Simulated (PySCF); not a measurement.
## Eu2I6 at several levels of theory

Computed with PySCF 2.14.0 (density fitting, no spin-orbit coupling) at the geometry relaxed with PBE:

```xyz
8
Eu2I6 (singlet in the valence; each metal's 4f electrons, 6 of them, lie in its core potential, out of spins and levels)
Eu    0.0000    0.0000    2.1654
Eu    0.0000    0.0000   -2.1654
I     2.1940    0.0000    0.0000
I    -2.1940    0.0000    0.0000
I     0.0000    2.4375    3.6731
I     0.0000   -2.4375    3.6731
I     0.0000    2.4375   -3.6731
I     0.0000   -2.4375   -3.6731
```

```
level                                             basis    state  HOMO (eV)  gap (eV)  charge on Eu1 (e)  population of f-type functions on Eu1 (polarisation alone where 4f lies in the core)  dipole about the centre of mass (D)  largest force component (eV/Å)
  PBE  Eu lcecp-1-SVP with ECP52, I def2-SVP with ECP28  singlet      -6.67      2.71               0.75                                                                                  0.03                                 0.00                            0.01
 TPSS                                          the same  singlet      -6.80      2.92               0.91                                                                                  0.03                                 0.00                            0.07
 PBE0                                          the same  singlet      -7.80      4.41               0.93                                                                                  0.03                                 0.00                            0.10
   HF                                          the same  singlet     -10.21      9.62               1.36                                                                                  0.04                                 0.00                            0.41
```

In the lcecp rows the 4f levels are missing from HOMO and gap, and the state counts the valence alone.

Charges are Mulliken's, which hang on the basis. The relaxation used the grid (50, 194), these runs (75, 302) or, all-electron (x2c bases, spin-free X2C Hamiltonian), (99, 590).

Task: What does wB97X with Eu lcecp-1-SVP with ECP52, I def2-SVP with ECP28 give here?

Result: state singlet, HOMO (eV) -9.91, gap (eV) 8.26, charge on Eu1 (e) 0.87, population of f-type functions on Eu1 (polarisation alone where 4f lies in the core) 0.04, dipole about the centre of mass (D) 0.00, largest force component (eV/Å) 0.17. Time: 64 s on 4 threads of Intel(R) Xeon(R) Processor @ 2.70GHz (shared host), from an already converged density.

In the first row's basis the gap widens with exact exchange: 2.7 to 2.9 eV for PBE, TPSS (none); 4.4 eV for PBE0 (a fixed share); 8.3 to 9.6 eV for wB97X, Hartree–Fock (rising or full at long range).

A frequency check found unstable modes (3, the lowest at -9 cm⁻¹), so the relaxed geometry is a saddle point, or these are noise. An lcecp potential fixes the number of 4f electrons, so in runs with it no electron can move into or out of that shell.
